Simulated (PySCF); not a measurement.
Species: C4H7FO2.
Atom-mapped SMILES: `[CH3:1][O:2][C:3](=[CH:4][F:5])[O:6][CH3:7]` (hydrogens: H8, H9, H10 on C1; H11 on C4; H12, H13, H14 on C7)

Level of theory: TDDFT PBE0/def2-SVPD, vertical, gas phase, core orbitals frozen in the response in PySCF. Geometry: GFN2-xTB, one conformer, isolated molecule. Torsions of this conformer, `[CH3:1][O:2][C:3](=[CH:4][F:5])[O:6][CH3:7]`: C1–O2–C3–C4 0°, O2–C3–O6–C7 0°.

Lowest singlets, with some entries withheld (?).

```json
{"state": "S1", "ν̃ (cm⁻¹)": "42750", "f": "0.019", "main configurations (H = HOMO, L = LUMO)": "H→L (93%)"}
{"state": "S2", "ν̃ (cm⁻¹)": "49040", "f": "0.0002", "main configurations (H = HOMO, L = LUMO)": "H→L+1 (72%), H→L+4 (20%)"}
{"state": "S3", "ν̃ (cm⁻¹)": "51280", "f": "0.0000", "main configurations (H = HOMO, L = LUMO)": "H→L+3 (62%), H→L+1 (18%), H→L+4 (12%)"}
{"state": "S4", "ν̃ (cm⁻¹)": "52620", "f": "0.0028", "main configurations (H = HOMO, L = LUMO)": "H→L+4 (61%), H→L+3 (26%)"}
{"state": "S5", "ν̃ (cm⁻¹)": "?", "f": "0.287", "main configurations (H = HOMO, L = LUMO)": "H→L+2 (94%)"}
{"state": "S6", "ν̃ (cm⁻¹)": "?", "f": "0.0000", "main configurations (H = HOMO, L = LUMO)": "H→L+5 (90%)"}
{"state": "S7", "ν̃ (cm⁻¹)": "?", "f": "0.0005", "main configurations (H = HOMO, L = LUMO)": "H→L+6 (99%)"}
{"state": "S8", "ν̃ (cm⁻¹)": "?", "f": "0.0068", "main configurations (H = HOMO, L = LUMO)": "H→L+7 (92%)"}
```

Task: Fill in the withheld entries.

Result: 
- S5: ν̃ = 55010 cm⁻¹
- S6: ν̃ = 56160 cm⁻¹
- S7: ν̃ = 57800 cm⁻¹
- S8: ν̃ = 59430 cm⁻¹

Task: How far apart are S2 and S6, in eV and cm⁻¹?

Result: 6.963 − 6.080 = 0.883 eV, or about 7130 cm⁻¹.

Task: What is the mean static polarisability from the same response equations?

Result: 60.1 au (8.91 Å³), with principal values 45.5, 62.4 and 72.4 au.

Task: Where do the lowest triplets lie (Tamm–Dancoff)?

Result: T1 4.31 eV, H→L+2 (95%); T2 5.05 eV, H→L (80%), H→L+3 (10%); T3 5.88 eV, H→L+4 (41%), H→L+1 (39%), H→L (10%). E(S1) − E(T1) = +0.99 eV.
